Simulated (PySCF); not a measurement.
O2Se, SMILES [Se](=O)=O (connectivity only; charge and spin as stated), charge +1, multiplicity 2.

The structure is a stationary point at r2SCAN-D4/def2-TZVP. The multiplicity is an assumed one; other spin states were not compared.

The numbers are results of r2SCAN/def2-TZVPD (PySCF), not measurements.

The molecule is in vacuum.

Computed frontier levels, dipole moment and polarisability:
The α spin, highest occupied and lowest empty level is -17.10 and -13.07 eV, the β spin, highest occupied and lowest empty level comes out as -16.47 and -15.04 eV and the dipole moment about the centre of nuclear charge comes out as 1.37 D. The mean static polarisability is 28.8 bohr³ (4.26 Å³) and the polarisability, principal values comes out as 18.4, 22.0, 45.9 bohr³. The ⟨S²⟩ is 0.763 (pure state 0.75).
